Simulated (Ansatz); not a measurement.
`BB[O][AlH2]` + GeH₄ → `B[BH][GeH3]` + `[OH][AlH2]` at 500 K and 1 bar (formal exchange of groups at a B–O bond).

Gas-phase electronic energies from Ansatz, PBE0-D4/def2-TZVP geometries. CCSD(T)/CBS is the MP2 limit (def2-TZVPP, def2-QZVPP) plus CCSD(T) − MP2 in def2-TZVPP, frozen cores. This one scheme is used for every species. For Ge outer-core shells are correlated without core-valence functions, which leaves a few kJ/mol of doubt a bond. Scalar relativity is left out up to krypton. One conformer a species, not always the lowest.

```csv
species,CCSD(T)/CBS energy (Eh),H − E (kJ/mol),S (J/(mol·K))
`BB[O][AlH2]`,-369.81813,175.8,397.2
GeH₄,-2078.49493,99.4,244.6
`B[BH][GeH3]`,-2129.23902,184.2,384.3
`[OH][AlH2]`,-319.03157,95.7,286.7
```

H − E and S are ideal-gas, rigid-rotor, harmonic terms from PBE0-D4/def2-TZVP, for one conformer and one mirror image of each species. 1 Eh = 2625.50 kJ/mol, R = 8.31446 J/(mol·K).

Q: By hand: ΔE, ΔH, ΔS and ΔG.

A: ΔE = (-2129.23902) + (-319.03157) − (-369.81813) − (-2078.49493) = 0.04247 Eh = 111.5 kJ/mol. Δ(H − E) = 184.2 + 95.7 − 175.8 − 99.4 = 4.7, so ΔH = 116.2 kJ/mol. ΔS = 384.3 + 286.7 − 397.2 − 244.6 = 29.2 J/(mol·K). ΔG = 116.2 − 500 × (29.2)/1000 = 101.6 kJ/mol.

Q: By hand: the equilibrium constant, and the temperature at which ΔG would vanish if ΔH and ΔS stayed fixed.

A: log₁₀ K = −ΔG/(RT ln 10) = -10.6. ΔG = 0 at ΔH/ΔS = 3979 K, far beyond where these terms or the molecules hold.

ΔH outweighs TΔS. A doubt of 5 kJ/mol in ΔE shifts log₁₀ K by 0.5 here. Other conformers and mirror images would add mixing entropy, several J/(mol·K) or more a flexible species. These are equilibria of isolated gas molecules and say nothing of rates. Largest T1 diagnostic: 0.014 (customary marks: 0.02 for closed shells, 0.045 for open ones).
